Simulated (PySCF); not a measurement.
**Calculated NMR parameters of hydroquinone**

| Item | Value |
| --- | --- |
| Formula | C6H6O2 |
| SMILES | Oc1ccc(O)cc1 |
| InChI | InChI=1S/C6H6O2/c7-5-1-2-6(8)4-3-5/h1-4,7-8H |
| Point group of the computed structure | C2h |
| Degrees of unsaturation | 4 |
| Carbon signals | 2 |
| Proton signals | 2 |

Bonds (- single, = double, # triple, : aromatic): O1-C2 1.364 Å, C2:C3 1.390 Å, C3:C4 1.381 Å, C4:C5 1.390 Å, C5-O6 1.364 Å, C5:C7 1.390 Å, C7:C8 1.381 Å, C8:C2 1.390 Å. O1 carries H9; C3 carries H10; C4 carries H11; O6 carries H12; C7 carries H13; C8 carries H14.

All values are calculated (PySCF): coordinates at the GFN2-xTB level, shieldings: GIAO PBE0/pcSseg-1. Isolated molecule, one averaged value for each set of equivalent atoms, single conformer, non-relativistic.

References, each an isolated molecule treated in the same way: ¹H and ¹³C against TMS; ¹⁷O vs H2O.

```tsv
carbon	δC, type	δH (multiplicity)	HMBC from (2–3 bonds)	span of the C tensor (ppm)
C2/C5	156.7, C	–	H10/H11/H13/H14	179
C3/C4/C7/C8	119.4, CH	6.83 (s)	H10/H11/H13/H14	179
```

Other nuclei:
```json
{"atoms": "H9/H12", "nucleus": "¹H", "environment": "hydrogen on a phenol-type oxygen", "δ (ppm)": "3.87", "σ (ppm)": "27.84"}
{"atoms": "O1/O6", "nucleus": "¹⁷O", "environment": "phenol-type oxygen", "δ (ppm)": "116.3", "σ (ppm)": "219.8"}
```

- Carbon types of the structure: 2 × C, 4 × CH, leaving 2 H on heteroatoms.
- δC 156.7: aromatic carbon bearing oxygen; an ipso carbon deshielded by its heteroatom.
- δC 119.4: aromatic CH; it is ortho or para to a lone-pair donor and shielded by resonance.
- δH 6.83: hydrogen on an aromatic CH; π donation from the O or N substituent shields it against benzene.
- δH 3.87: hydrogen on a phenol-type oxygen; exchangeable; this is the value without hydrogen bonding to other molecules.

OH and NH positions are those of a molecule without intermolecular hydrogen bonds; in solution they move with solvent, concentration and temperature, and exchange usually removes their couplings. Shifts are as computed. Against solution values, carbons near 30 ppm lie about +3 ppm off and those near 130 ppm about +5 ppm. Of 1211 compounds with measured shifts, 218 miss one by over three times the rms of a fit or turn the order of signals round; such compounds aren't used in these exercises. Experimental scales use liquid or dissolved standards, which lie at an offset from isolated H2O (liquid H2O: subtract about 36 ppm).
